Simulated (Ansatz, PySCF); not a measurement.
CHBNO, SMILES `N#C[B-]O` (lower singlet) (charge -1, multiplicity 1). This singlet lies 0.52 eV below the relaxed triplet at the level B3LYP-D3(BJ)/def2-TZVPD (PySCF).

Cartesian coordinates (Å):
```xyz
5

N      2.0645    -0.4491    -0.0445
C      1.0133     0.0519    -0.0115
B     -0.2906     0.9603     0.0413
O     -1.4620     0.2004     0.0271
H     -1.3251    -0.7636    -0.0124
```
Charge -1, spin multiplicity 1.

Frozen-core energies in aug-cc-pVDZ from Ansatz (an electronic-structure program) at a geometry from B3LYP-D3(BJ)/def2-TZVPD; the HF reference has <S^2> = 0.00 (restricted, and unstable towards unrestricted orbitals) and the T1 diagnostic is 0.019.

```json
[
 {"level": "HF", "energy (Ha)": "-192.45457", "difference from CCSDT(Q) (mHa)": "623.59"},
 {"level": "MP2", "energy (Ha)": "-193.03253", "difference from CCSDT(Q) (mHa)": "45.62"},
 {"level": "CCSD", "energy (Ha)": "-193.04857", "difference from CCSDT(Q) (mHa)": "29.58"},
 {"level": "CCSD(T)", "energy (Ha)": "-193.07472", "difference from CCSDT(Q) (mHa)": "3.43"},
 {"level": "CCSDT", "energy (Ha)": "-193.07538", "difference from CCSDT(Q) (mHa)": "2.78"},
 {"level": "CCSDT(Q)", "energy (Ha)": "-193.07815", "difference from CCSDT(Q) (mHa)": "0.00"}
]
```
